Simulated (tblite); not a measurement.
Species: C4H9F3N (charge +1).
Z-matrix (Å and degrees, GFN2-xTB geometry), rows numbered from 1:
```
C 
N   1  1.4819
C   2  1.5003  1  113.96
C   3  1.5268  2  113.20  1  -109.59
C   4  1.5274  3  112.69  2    59.87
F   5  1.3373  4  111.71  3    48.56
F   5  1.3573  4  109.86  3   -68.26
F   5  1.3166  4  112.74  3   171.59
H   1  1.0878  2  110.41  3    59.20
H   1  1.0880  2  110.01  3   -61.21
H   1  1.0878  2  110.00  3   178.77
H   2  1.0264  1  108.25  3   122.41
H   2  1.0303  1  107.99  3  -121.94
H   3  1.0910  2  109.33  1   129.70
H   3  1.0928  2  108.14  1    12.09
H   4  1.0927  3  108.83  2   178.91
H   4  1.0925  3  112.11  2   -61.90
```

Calculated harmonic vibrations of the isolated species, GFN2-xTB (tblite), most abundant isotopes, no scaling. This tight-binding method is rough: wavenumbers can miss measured ones by several per cent, in bad cases by 10 to 20. One conformer, not necessarily the lowest.

Harmonic wavenumbers (cm⁻¹): 61.5, 81.9, 136.7, 180.4, 222.2, 291.9, 348.0, 387.3, 432.4, 473.2, 500.4, 585.6, 763.0, 810.1, 843.6, 897.7, 955.2, 1019.6, 1033.2, 1069.6, 1100.5, 1126.6, 1142.0, 1165.5, 1190.9, 1227.5, 1235.2, 1295.5, 1328.4, 1333.4, 1418.2, 1427.8, 1434.5, 1449.5, 1450.5, 1456.5, 2994.3, 3005.8, 3008.8, 3019.7, 3066.7, 3067.1, 3074.6, 3186.9, 3236.8.

A = 3397, B = 1393, C = 1270 MHz; mass 128.069 u (most abundant isotopes); point group C1, symmetry number 1.

Problem. Zero-point energy?

Solution. ½Σν̃ = 29768 cm⁻¹ = 356.11 kJ/mol.

Problem. Entropy at 200 K, 1 bar (ideal gas, RRHO, classical rotation)?

Solution. Translation 161.08, rotation 113.73, vibration 62.41: S = 337.2 J/(mol K).

Problem. And Cp and H(200 K) − H(0)?

Solution. Cp = 104.92 J/(mol K), of which vibrations give 71.66 (their classical limit is 45 R = 374.2); H(200 K) − H(0) = 13.70 kJ/mol without the zero-point energy, 7.05 from vibrations.

Problem. Blend soft modes into free rotors: weight 1/[1 + (100 cm⁻¹/ν̃)⁴] for the oscillator and the rest for a rotor with moment μB/(μ + B), μ = h/(8π²ν), B = 10⁻⁴⁴ kg m². What vibrational entropy results?

Solution. 59.01 J/(mol K) in place of 62.41, which changes −T·S at 200 K by +0.68 kJ/mol.

Problem. Which modes carry the vibrational entropy at 200 K?

Solution. 61.5 cm⁻¹: 15.16; 81.9 cm⁻¹: 12.83; 136.7 cm⁻¹: 8.78; 180.4 cm⁻¹: 6.71; 222.2 cm⁻¹: 5.25; 291.9 cm⁻¹: 3.52 J/(mol K); the other 39 give 10.15 together.

Problem. How do the functions run with temperature in this model?

Solution. 
| T (K) | S (J/(mol K)) | Cp (J/(mol K)) | H − H(0) (kJ/mol) | G − H(0) (kJ/mol) | ln q(vib) |
| --- | --- | --- | --- | --- | --- |
| 150 | 309.6 | 87.6 | 8.89 | -37.56 | 2.22 |
| 250 | 362.5 | 122.9 | 19.39 | -71.24 | 4.33 |
| 298.15 | 385.7 | 141.0 | 25.74 | -89.26 | 5.36 |
| 400 | 432.5 | 178.8 | 42.05 | -130.95 | 7.55 |
| 600 | 516.9 | 237.9 | 84.10 | -226.06 | 11.87 |
| 900 | 624.9 | 293.5 | 164.55 | -397.87 | 18.10 |

q(vib) and H(0) count from the zero-point level.

Hindered rotation and anharmonicity are outside this model. Other conformers, if any are populated, would add a mixing term that is left out. The structure is chiral; the term R ln 2 for an equal mix with its mirror image is left out.

On one thread, Arm Neoverse V1 (aarch64), no GPU, on a shared host, this took 0.46 s wall. The figure is for the frequency step alone.
